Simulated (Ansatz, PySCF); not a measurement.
C2H8FNOSi, SMILES FC[Si@](C)(N)O. Atoms are numbered in the order given.

```xyz
14

C      1.6904    -0.4946     0.7820
Si     0.2904     0.2681    -0.1866
N     -0.2182     1.6755     0.6769
O      0.6604     0.6729    -1.7669
C     -1.0543    -1.0410    -0.4227
F     -1.4096    -1.5143     0.8494
H      2.2079    -1.2602     0.1822
H      1.2911    -0.9932     1.6808
H      2.4381     0.2487     1.1023
H     -1.0831     2.1510     0.4362
H     -0.0518     1.7320     1.6768
H      1.1917     1.4715    -1.8701
H     -1.9602    -0.6416    -0.9163
H     -0.7086    -1.8981    -1.0306
```
Charge 0, spin multiplicity 1.

Geometry: r2SCAN-D4/def2-SVP. The structure was generated by enumeration; whether it is a known compound was not checked. One conformer was computed; it need not be the lowest.

Two levels are set side by side: PBE-D3(BJ)/def2-SVP (Ansatz, a program for electronic structure) and r2SCAN-D4/def2-SVP (Ansatz). Each level has its own optimised geometry; the coordinates shown are those of the second. Frequencies come from the Hessian of PySCF at each geometry. Differences are taken from unrounded values.

```
quantity                            r2SCAN-D4
----------------------------------  ---------
mean bond length (Å)                    1.313
bond C1–Si2 (Å)                         1.865
bond Si2–N3 (Å)                         1.728
bond Si2–O4 (Å)                         1.673
bond Si2–C5 (Å)                         1.892
bond C5–F6 (Å)                          1.403
bond C1–H7 (Å)                          1.102
bond C1–H8 (Å)                          1.103
bond C1–H9 (Å)                          1.102
bond N3–H10 (Å)                         1.016
bond N3–H11 (Å)                         1.015
bond O4–H12 (Å)                         0.965
bond C5–H13 (Å)                         1.106
bond C5–H14 (Å)                         1.106
highest harmonic wavenumber (cm⁻¹)       3874
mean harmonic wavenumber (cm⁻¹)          1302
zero-point energy (kcal/mol)            66.99
```

Problem. What does PBE-D3(BJ) give, and how far is it from r2SCAN-D4? (Estimate from the structure and the level; the computed values follow.)

Solution. 
```csv
quantity,PBE-D3(BJ),PBE-D3(BJ) minus r2SCAN-D4
mean bond length (Å),1.322,0.009
bond C1–Si2 (Å),1.877,0.012
bond Si2–N3 (Å),1.742,0.014
bond Si2–O4 (Å),1.688,0.015
bond Si2–C5 (Å),1.904,0.013
bond C5–F6 (Å),1.406,0.003
bond C1–H7 (Å),1.109,0.007
bond C1–H8 (Å),1.110,0.007
bond C1–H9 (Å),1.109,0.007
bond N3–H10 (Å),1.023,0.007
bond N3–H11 (Å),1.023,0.007
bond O4–H12 (Å),0.974,0.009
bond C5–H13 (Å),1.114,0.008
bond C5–H14 (Å),1.114,0.008
highest harmonic wavenumber (cm⁻¹),3754,-120
mean harmonic wavenumber (cm⁻¹),1270,-32
zero-point energy (kcal/mol),65.34,-1.64
```
